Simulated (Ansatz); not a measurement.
Basis-set extrapolation for `C/C=C\BN` (PBE0-D4/def2-TZVP geometry, frozen core, Ansatz). Multiplicity 1, RHF reference.

```
                      def2-TZVPP   def2-QZVPP
                 HF  -197.504967  -197.514372
    MP2 correlation    -0.813637    -0.866680
CCSD(T) correlation    -0.895490      not run
```

Energies in hartree. Use E(X) = E(∞) + A·exp(−7.88·√X) for Hartree–Fock and E(X) = E(∞) + B·X^(−2.97) for correlation, with X = 3 and 4, and add CCSD(T) minus MP2 of the smaller set to the MP2 limit.

**Question.** What is the CCSD(T) energy at the basis-set limit?

**Answer.** HF limit: -197.514372 + (-0.009405) × 0.13774 = -197.51567. MP2 limit: -0.866680 + (-0.053043) × 0.74074 = -0.90597. Higher-order term: -0.895490 − (-0.813637) = -0.08185. Total: -198.50349 hartree, 270.5 kJ/mol below CCSD(T)/def2-TZVPP.
